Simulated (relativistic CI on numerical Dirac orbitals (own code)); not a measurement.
# Electric-dipole transitions in S2+

These numbers are calculated, not measured: Dirac-Coulomb-Breit CI, KLI orbitals optimised for each configuration, model QED, valence Slater integrals scaled by 0.85, P86 correlation estimate, and configurations built on the next ion tied to the tabulated ionisation energy (semi-empirical) (own radial code, finite nucleus).

CI space (outside the closed core [Ne]): 3s²3p², 3s²3p3d, 3s²3p4s, 3s²3p4p, 3s²3p4d, 3s²3p5s, 3s²3p4f, 3s3p³, 3p⁴, 3s²3d², 3s3p²3d, 3p²3d², 3s²3d4s, 3s²4s², 3s²3d4p, 3s²3p5p, 3s²4s4p, 3s²3p5d, 3s3p²4s, 3p³3d, 3s²3p5f, 3s²3p5g, 3p³4s, 3s²4p². Levels of other configurations are missing.

| λ vac (nm) | Lower | Upper | A (s⁻¹) | E lower (cm⁻¹) | E upper (cm⁻¹) |
| --- | --- | --- | --- | --- | --- |
| 67.685 | 3s²3p² ³P0 [1] | 3s²3p3d ³D°1 [26] | 5.50e+09 | 0.0 | 147742.8 |
| 67.766 | 3s²3p² ³P1 [2] | 3s²3p3d ³D°2 [27] | 7.81e+09 | 291.6 | 147859.1 |
| 67.819 | 3s²3p² ³P1 [2] | 3s²3p3d ³D°1 [26] | 6.95e+09 | 291.6 | 147742.8 |
| 67.995 | 3s²3p² ³P2 [3] | 3s²3p3d ³D°3 [28] | 1.37e+10 | 813.6 | 147883.1 |
| 68.006 | 3s²3p² ³P2 [3] | 3s²3p3d ³D°2 [27] | 5.53e+09 | 813.6 | 147859.1 |
| 68.187 | 3s²3p² ³P0 [1] | 3s²3p3d ³P°1 [24] | 3.79e+09 | 0.0 | 146656.4 |
| 68.394 | 3s²3p² ³P1 [2] | 3s²3p3d ³P°2 [23] | 3.49e+09 | 291.6 | 146503.7 |
| 68.639 | 3s²3p² ³P2 [3] | 3s²3p3d ³P°2 [23] | 1.94e+09 | 813.6 | 146503.7 |
| 69.375 | 3s²3p² ¹D2 [4] | 3s²3p3d ¹F°3 [30] | 1.24e+10 | 11733.8 | 155878.9 |
| 70.204 | 3s²3p² ³P1 [2] | 3s²3p4s ³P°2 [21] | 2.02e+09 | 291.6 | 142733.4 |
| 70.462 | 3s²3p² ³P2 [3] | 3s²3p4s ³P°2 [21] | 5.00e+09 | 813.6 | 142733.4 |
| 70.730 | 3s²3p² ³P2 [3] | 3s²3p4s ³P°1 [20] | 2.74e+09 | 813.6 | 142197.3 |
| 72.045 | 3s²3p3d ¹D°2 [13] | 3s²3p5f ¹F3 [155] | 3.05e+09 | 103837.9 | 242641.0 |
| 72.802 | 3s²3p² ¹S0 [5] | 3s²3p3d ¹P°1 [31] | 1.13e+10 | 26287.8 | 163647.3 |
| 74.717 | 3s²3p² ¹D2 [4] | 3s²3p4s ¹P°1 [22] | 4.39e+09 | 11733.8 | 145572.3 |
| 283.48 | 3s²3p4p ³D2 [34] | 3s²3p4d ³F°3 [60] | 5.89e+08 | 171278.0 | 206554.4 |
| 284.25 | 3s²3p4p ³D3 [35] | 3s²3p4d ³F°4 [62] | 6.30e+08 | 171869.4 | 207050.0 |
| 284.33 | 3s²3p4p ³D1 [33] | 3s²3p4d ³F°2 [59] | 4.04e+08 | 170984.5 | 206155.1 |
| 284.89 | 3s²3p4p ¹D2 [40] | 3s²3p4d ¹F°3 [76] | 5.55e+08 | 177959.2 | 213060.2 |
| 290.36 | 3s²3p4p ³P2 [38] | 3s²3p4d ³D°3 [65] | 4.02e+08 | 174193.4 | 208633.8 |

Terms are leading LS components. Brackets give the number of a level in order of energy, since labels repeat. The list gives strong lines, with weight on those to low levels, without configurations that were not tied to measured data, without lines whose two gauges differ by over a factor of 2.5, among the lowest 182 of 386 levels, so that lines to higher ones, which can be the strongest, are missing, and without lines across small gaps between configurations, and without 75 lines that miss the measured interval by over 3.5 %, start from a term whose rates miss tabulated ones by over 60 %, have gauges far apart or, lacking measured levels, span too small a gap for the errors found; lines with a level outside our table were not tested and can miss by more. Levels whose partners in the same complex of configurations lie outside the list can be far off, and so can their lines. Rates are taken at the computed energies, electric ones in the length gauge.

Configurations that consist of the next ion and one excited electron were tied to the tabulated ionisation energy; Rydberg ones are usually within 1,000 to 3,000 cm⁻¹ and the lowest ones within about 6,000 (9,000 in d shells), while levels on excited terms of the next ion carry the error of that term, and the other configurations can be misplaced by 10,000 cm⁻¹ or more. Rates follow the energies as ν³ (E1, M1) or ν⁵ (E2), so rates, branching and lifetimes can be off by large factors. The fine structure of a lone outer electron comes out too small, for d and f at times inverted, and misplaced configurations move strength between like terms. 54 of the 56 excited levels that our extract of the measured tables holds in this range could be paired (the sources list more); they are missed by 1777 cm⁻¹ on average and 4712 at most, and levels without a partner can miss by more.

LS names give the leading component of a level, which can be under half, so a name can repeat, a term be missing and a line seem to break the LS rules.
